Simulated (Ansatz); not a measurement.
C2H6BFS can be A, `BCSCF`, or B, `CCB(F)S`.

Computed with Ansatz on PBE0-D4/def2-TZVP structures; ΔE is electronic, products minus reactants. CBS: MP2 limit from def2 TZ/QZ plus the TZ coupled-cluster correction, frozen cores. Functionals use def2-TZVPP. B3LYP here is the variant with VWN-RPA as its local correlation; programs differ in this. One conformer a species, not always the lowest.

**Question.** Which is lower in electronic energy at CCSD(T)/CBS, and by how much? (Estimate.)

**Answer.** Ansatz gave: B, by 361.8 kJ/mol.

**Question.** Give E(B) − E(A) in kJ/mol with CCSD/def2-TZVPP, B3LYP-D4, PBE-D4, CCSD(T)/def2-TZVPP, MP2/def2-TZVPP, PBE0-D4, B3LYP. (Best estimate.)

**Answer.** Ansatz gave: CCSD/def2-TZVPP -366.8, B3LYP-D4 -356.1, PBE-D4 -354.2, CCSD(T)/def2-TZVPP -366.7, MP2/def2-TZVPP -372.7, PBE0-D4 -359.9, B3LYP -356.5. None reverses the order clearly.

Largest T1 diagnostic: 0.012.

In def2-TZVPP, CCSD(T) changes the Hartree–Fock value by −9.5 kJ/mol (the triples alone add +0.1 kJ/mol) and MP2 by −15.5 kJ/mol. From PBE to PBE0 (25 % exact exchange), in def2-TZVPP and without D4, E(B) − E(A) moves by −5.7 kJ/mol.
